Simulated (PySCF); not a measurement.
Predicted microwave data (PBE0/pcSseg-1 in PySCF (dipole) on a GFN2-xTB geometry, gas phase) for one isomer of C7H5NO:

```
Rotational constants : A = 5519, B = 945.1, C = 806.9 MHz
Dipole components    : |μa| = 2.55 D, |μb| = 0.34 D, |μc| = 0.00 D
Inertial defect      : 0.00 u·Å²
κ                    : -0.94
```

Question: Which structure is it? (One computed conformer of each.)
A. `[O:1]=[C:2]=[N:3][c:4]1[cH:5][cH:6][cH:7][cH:8][cH:9]1` with C2–N3–C4–C5 180°
B. `C=C(C#N)C#CC(C)=O`

Answer: A. It is O=C=Nc1ccccc1, a near-prolate asymmetric top, point group Cs. The candidates at the same level (rigid rotor, commonest isotopes):

```
           SMILES  A (MHz)  B (MHz)  C (MHz)  μa (D)  μb (D)  μc (D)  Δ (u·Å²)  point group                        rotor
C=C(C#N)C#CC(C)=O     3454    766.5    629.7    0.56    1.25    0.00     -3.12           Cs  near-prolate asymmetric top
    O=C=Nc1ccccc1     5519    945.1    806.9    2.55    0.34    0.00      0.00           Cs  near-prolate asymmetric top
```

`C=C(C#N)C#CC(C)=O` has A 37 % too low. In the right answer the mirror of this Cs structure is the ab plane, so μc vanishes by symmetry. No structure here is proved a minimum.
